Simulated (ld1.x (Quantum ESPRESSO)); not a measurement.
**u(r) = r·R(r): atom against pseudo-atom (Al (Z = 13))**

Columns: radius, all-electron u(r) and pseudo u(r) of the 3p shell (level -13.01 eV) of aluminium in the configuration [Ne] 3s1.5 3p0; PBEsol, scalar-relativistic, PAW scheme, ld1.x (Quantum ESPRESSO) 7.5.

```
r (bohr)  all-electron   pseudo
   0.113        0.1145  -0.0053
   0.225        0.2366  -0.0208
   0.338        0.2818  -0.0461
   0.450        0.2604  -0.0797
   0.563        0.1967  -0.1207
   0.675        0.1111  -0.1670
   0.788        0.0152  -0.2174
   0.900       -0.0811  -0.2694
   1.013       -0.1744  -0.3222
   1.125       -0.2600  -0.3733
   1.238       -0.3381  -0.4223
   1.350       -0.4065  -0.4674
   1.463       -0.4663  -0.5085
   1.575       -0.5167  -0.5445
   1.688       -0.5589  -0.5757
   1.800       -0.5925  -0.6015
   1.913       -0.6183  -0.6223
   2.025       -0.6365  -0.6377
   2.138       -0.6479  -0.6480
   2.250       -0.6529  -0.6529
   2.363       -0.6524  -0.6524
   2.475       -0.6470  -0.6470
   2.588       -0.6372  -0.6372
   2.700       -0.6239  -0.6239
   2.813       -0.6076  -0.6076
   2.925       -0.5890  -0.5890
```

Q: How many radial nodes do the two functions have?

A: The all-electron 3p function has n − l − 1 = 1; the pseudo-wave has 0, since the states of the same l below it are removed with the core.

Q: At about which radius was the pseudo-wave matched?

A: 2.25 bohr, where the columns begin to agree (steps of 0.11 bohr).

Q: Where does each function peak?

A: Outermost all-electron maximum near 2.25 bohr, pseudo maximum near 2.25 bohr (to the table’s step).

Q: Is the pseudo-wave norm-conserving?

A: No, it belongs to a PAW set: the norm inside the radius is not constrained, and the difference is carried by the augmentation charge.
